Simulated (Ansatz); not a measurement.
Compare A (`C[SiH2]S[SiH2]F`) with its isomer B (`C[SiH](F)[SiH2]S`).

Calculated with Ansatz (gas phase, PBE0-D4/def2-TZVP geometries, no zero-point term in ΔE). CCSD(T)/CBS adds triple-zeta CCSD(T) − MP2 to the extrapolated MP2 energy (def2 sets, frozen cores). Functionals use def2-TZVPP. B3LYP here is the variant with VWN-RPA as its local correlation; programs differ in this. Each species was taken in one conformer, which may not be the lowest.

A:

Z-matrix (Å, degrees):
```
C
Si 1 1.860
H 1 1.092 2 110.6
H 1 1.093 2 110.3 3 120.1
H 1 1.092 2 110.4 3 -119.9
S 2 2.156 1 111.5 3 58.5
H 2 1.485 1 111.6 3 -58.5
H 2 1.487 1 110.9 3 179.1
Si 6 2.109 2 98.6 1 81.3
F 9 1.602 6 111.2 2 -63.4
H 9 1.479 6 107.2 2 178.5
H 9 1.480 6 111.6 2 54.8
```

B:

```xyz
12

C     0.671   -0.314    1.781
Si    1.031    0.509    0.156
F     0.984    2.104    0.352
Si   -0.534   -0.090   -1.489
S    -2.465    0.154   -0.588
H     0.738   -1.400    1.672
H    -0.334   -0.071    2.134
H     1.392   -0.002    2.541
H     2.401    0.170   -0.317
H    -0.402    0.743   -2.714
H    -0.318   -1.512   -1.881
H    -3.163   -0.291   -1.646
```

Which is lower in electronic energy at CCSD(T)/CBS, and by how much? (Best estimate.)

Ansatz gave: A, by 19.3 kcal/mol.

Give E(B) − E(A) in kcal/mol with B3LYP-D4, MP2/def2-TZVPP, B2PLYP, ωB97M-V, B3LYP, PBE-D4, HF/def2-TZVPP. (Estimate.)

Ansatz gave: B3LYP-D4 18.1, MP2/def2-TZVPP 21.4, B2PLYP 19.1, ωB97M-V 19.9, B3LYP 17.5, PBE-D4 16.4, HF/def2-TZVPP 19.8. None reverses the order clearly.

Largest T1 diagnostic: 0.012.

From PBE to PBE0 (25 % exact exchange), in def2-TZVPP and without D4, E(B) − E(A) moves by +1.0 kcal/mol.
